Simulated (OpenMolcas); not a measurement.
Ag2+ with its 8 nearest fluoride ions at 2.487 Å, on the Ba site of BaF2 (a = 6.2001 Å, distance in the model lattice 2.685 Å). The rest of the host is ab initio model potentials to 7.6 Å and point charges beyond; the distance is set by hand and nothing relaxes. Ligand basis ANO-RCC-VDZP.
```
Ag    0.0000    0.0000    0.0000
F     1.4359    1.4359    1.4359
F     1.4359    1.4359   -1.4359
F     1.4359   -1.4359    1.4359
F     1.4359   -1.4359   -1.4359
F    -1.4359    1.4359    1.4359
F    -1.4359    1.4359   -1.4359
F    -1.4359   -1.4359    1.4359
F    -1.4359   -1.4359   -1.4359
```

```json
{
 "Program": "OpenMolcas 26.06",
 "Method": "CASSCF",
 "Basis": "ANO-RCC-VTZP [7s6p4d2f1g]",
 "Scalar Hamiltonian": "DKH2, point nucleus",
 "Active space": "9 electrons in 5 orbitals (4d)",
 "State averaging": "2S+1 = 2 even, 5 roots",
 "Spin-orbit coupling": "RASSI with atomic mean-field integrals over the reference wave functions"
}
```

(1) What is the spin-free ground state (labels of O, the rotations of Oh)?

(2) Where is the first state of the same spin?

(3) What are the lowest two levels with spin-orbit coupling?

(4) What is χT at 300 K, and how does it compare with the textbook value?

(5) Which ligand-field parameters describe the states?

Results:

(1) 2T2, 3-fold in its orbital part, 100 % from free-ion D terms; it has the highest spin that d9 allows.

(2) 2E at 3380 cm-1 above the ground state.

(3) A 2-fold level Γ7 with g = 1.92, 1.92, 1.92, then a 4-fold level Γ8 1401 cm-1 above it. Their leading multiplicities are 2 (100 %) and 2 (100 %).

(4) The lowest level has 2S+1 = 2, for which the spin-only value is χT = S(S+1) / 2 = 0.375 cm3 K/mol (g = 2). The computed 0.690 at 300 K differs by +0.315, through orbital momentum, spin-orbit coupling and any other state in reach. With a threefold ground state the orbital momentum is unquenched, so the spin-only value is not expected to hold.

(5) The gap between the two states is 10Dq = -3376 cm-1 (negative for this site). 

An orbital triplet at a regular site is open to Jahn-Teller coupling, which can distort the site and quench the lowest spin-orbit gaps and is left out. With metal d orbitals alone the field can be off either way by tens of per cent. Ligand-to-metal charge-transfer states are missing. No measured value stands beside these numbers; the geometry was set by hand and not optimised.
